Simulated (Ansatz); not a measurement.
CH4F3NSi, SMILES `CN[Si](F)(F)F` at its PBE0-D4/def2-TZVP geometry, where that method's forces vanish. Total charge 0; spin multiplicity 1.

```xyz
10

C    -1.2333   -0.0089    0.7045
N    -0.2084    0.5639   -0.1476
Si    1.2243   -0.1752   -0.5822
F     1.9634   -0.7659    0.6793
F     2.1460    0.8826   -1.2983
F     1.0837   -1.4007   -1.5690
H    -1.5777    0.7179    1.4446
H    -0.8244   -0.8582    1.2547
H    -2.0983   -0.3657    0.1367
H    -0.4754    1.4102   -0.6226
```

Q: What forces (eV/Å) does B3LYP-D4/def2-TZVPP give on these atoms in Ansatz? (Estimate.)

A: Computed: 
```
C1  -0.227 -0.124  0.205
N2   0.090  0.130 -0.135
Si3 -0.082  0.071  0.016
F4   0.108 -0.083  0.186
F5   0.142  0.152 -0.104
F6  -0.031 -0.179 -0.143
H7   0.003 -0.041 -0.037
H8  -0.031  0.045 -0.027
H9   0.033  0.020  0.036
H10 -0.003  0.009  0.004
```

B3LYP here is the variant with VWN-RPA as its local correlation; programs differ in this.
